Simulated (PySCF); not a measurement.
**Excitation energy of B⁺ by level of theory**

B⁺ [He] 2s2 (1S) → B⁺ [He] 2s1 3d1 (3D), as a difference of total energies. All numbers are calculated (PySCF 2.14, no relativity, point nucleus, in aug-cc-pVTZ). Correlated levels: valence: 1s2 frozen. The calculations carry no spin-orbit coupling.

| method | excitation energy (eV) |
| --- | --- |
| UHF | 17.266 |
| MP2 (valence) | 18.149 |
| SCS-MP2 (valence) | 18.409 |
| CCSD (valence) | 18.680 |

Task: How much does correlation contribute at MP2 (valence)?

Result: 18.149 − (17.266) = 0.883 eV, measured against UHF.

The promoted electron is Rydberg-like, and one or two diffuse shells describe it only roughly, which tends to raise the upper state.

With two correlated electrons CCSD is exact in that space.
